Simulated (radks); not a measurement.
Neutral boron inside a hard spherical wall (all orbitals vanish at R), configuration held at [He] 2s2 2p1 and not refilled when levels cross. Calculated with a radial shooting solver on a logarithmic mesh with Libxc functionals: non-relativistic Kohn-Sham, r2SCAN, spin-unpolarised, spherical densities, point nucleus; meta-GGA in the generalised Kohn-Sham scheme. Eigenvalues in eV, with the zero of energy where the potential of the charges vanishes at infinity; a dash marks a level that is unbound or too diffuse for the functional's potential to be trusted. A positive occupied level is held by the wall or, in an anion where self-interaction has pushed it up, behind a barrier. The pressure on the wall is -dE/dV.

R (bohr),E (hartree),kinetic (hartree),e(1s),e(2s),e(2p),"e(3s, empty)","e(3p, empty)",pressure (GPa)
free,-24.60787,24.511,-183.84,-9.863,-3.445,-,-,0
20,-24.60787,24.511,-183.84,-9.863,-3.445,-,-,< 0.0001
15,-24.60786,24.511,-183.84,-9.863,-3.445,0.401,1.043,< 0.0001
8,-24.60686,24.518,-183.72,-9.782,-3.346,3.066,4.982,0.0405
6,-24.59771,24.574,-183.07,-9.396,-2.838,7.674,10.505,0.811
3.5,-24.32891,25.618,-175.59,-4.075,3.446,39.134,40.088,76.0
2.5,-23.35558,28.255,-162.90,9.646,16.998,100.06,90.575,751
1.5,-16.92548,41.328,-126.47,88.195,76.363,366.53,289.97,17000
